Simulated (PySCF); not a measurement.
Species: CH3FOSi (triplet state).
Structure used (PBE0-D3(BJ)/def2-SVP), in Å, numbered top down from 1:
```
atom  x, y, z in Å
C1    -0.9278    0.0427    0.1016
O2     0.2843    0.7675    0.1046
Si3    1.7533    0.1728   -0.4036
F4     2.6916   -0.5573    0.7215
H5    -1.2410   -0.2227   -0.9210
H6    -1.7006    0.6880    0.5445
H7    -0.8532   -0.8812    0.6979
```

The hyperfine couplings belong to this conformer and change with its torsions.

The species is `CO[Si]F` [triplet].

Method: UKS B3LYP, IGLO-III on C F O Si, pcH-1 on H, non-relativistic, mean-field spin-orbit, GIAO in PySCF. The structure is a single PBE0-D3(BJ)/def2-SVP conformer in the gas phase; no vibrational or solvent corrections. This triplet need not be the ground state; the singlet was not compared here.

Question: What are Nα, Nβ and the exact ⟨S²⟩?

Answer: Nα = 21, Nβ = 19 (40 in all), and S(S+1) = 2.00 for S = 1.

Mulliken spin populations, one withheld:

```tsv
atom	bound to	population
C1	O2, H5, H6, H7	+0.0039
O2	C1, Si3	?
Si3	O2, F4	+1.8394
F4	Si3	+0.0510
H5	C1	+0.0129
H6	C1	+0.0109
H7	C1	+0.0032
```

Question: Fill in the missing population.

Answer: 2 − (1.9213) gives +0.079, since all populations sum to 2S.

Question: How is the spin shared among the elements?

Answer: Silicon +1.84, oxygen +0.08, fluorine +0.05, hydrogen +0.03, carbon 0.00. The positive populations sum to 2.00, the negative ones to 0.00.

Question: The run gives ⟨S²⟩ = 2.0021. What does that say of the overlap of α and β orbitals, and of the weight of higher spin?

Answer: Σ|⟨iα|jβ⟩|² over occupied orbitals = Nβ − [⟨S²⟩ − S(S+1)] = 19 − 0.0021 = 18.9979. If the quintet state (S + 1) were the only admixture, its weight would be 0.0021/(2S + 2) = 0.05 %.

Question: What Fermi-contact NMR shifts do the couplings of C1, H5/H6/H7 imply at 350 K (Curie law, g = gₑ, zero-field splitting neglected)?

Answer: δ = a_FC·h·gₑ μB S(S+1)/(3 g_N μN kT), with k/h = 20836.6 MHz/K:

```
  nuclei  isotope  a_FC (MHz)     g_N  contact shift (ppm)
      C1      13C       25.21  1.4048                +6031
H5/H6/H7       1H        3.03  5.5857                 +182
```

All at the stated temperature. Entries for several nuclei are means.

Nuclei that the bonding pattern makes equivalent are averaged, as if the motion that swaps them (rotation, inversion, ring flip) were fast. The three 1H nuclei of mean +3.0 MHz run from -0.8 to 8.0 MHz in the frozen geometry.
